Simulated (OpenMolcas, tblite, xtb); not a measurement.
**GeNH3Cl (SMILES [NH2][GeH][Cl]): methods side by side**

The species is GeNH3Cl (6 atoms), meant as a doublet with charge 0. As SMILES, `[NH2][GeH][Cl]`. The shape is that of a PBE0-D4/def2-TZVP optimisation. This is one conformer, not always the lowest.

```xyz
6

N    -0.4463    0.3179   -0.7883
Ge    0.0754   -0.1510    0.9081
Cl    1.2430   -1.9569    0.6233
H    -0.9845    1.1712   -0.8614
H    -0.8887   -0.4143   -1.3272
H     1.0432    0.9691    1.3993
```

Quantity: the vertical energy of the quartet above the doublet, in eV. The values are calculated.

| level | kind | program | value (eV) | less CCSD(T)/cc-pVDZ | CPU time (all runs) |
| --- | --- | --- | --- | --- | --- |
| GFN2-xTB | semi-empirical | xtb | 8.07 | +1.32 | under 2 s |
| IPEA1-xTB | semi-empirical | tblite | 6.47 | -0.28 | under 2 s |
| UHF/cc-pVDZ | Hartree–Fock | OpenMolcas | 6.05 | -0.70 | 16 s |
| USVWN5/cc-pVDZ | LDA | OpenMolcas | 6.36 | -0.39 | 64 s |
| U-revPBE/cc-pVDZ | GGA | OpenMolcas | 6.31 | -0.44 | 1.8 min |
| UM06-L/cc-pVDZ | meta-GGA | OpenMolcas | 6.83 | +0.08 | 2.3 min |
| UPBE0/cc-pVDZ | global hybrid | OpenMolcas | 6.56 | -0.19 | 1.9 min |
| ROCCSD(T)/cc-pVDZ | coupled cluster or CI | OpenMolcas | 6.75 | 0.00 | 94 s |

ROCCSD(T)/cc-pVDZ is the highest level here, not the true value. All-electron rows without a relativistic Hamiltonian named are non-relativistic. The values span 6.05 to 8.07 eV. The xTB rows lack spin polarisation, so open shells miss the exchange term that lowers them. In the correlated wave-function rows the outer d shell of Ge is correlated, in sets not made for it. Times are those of the runs behind each value, whatever else they computed, on shared processors of several kinds: orders of magnitude only.
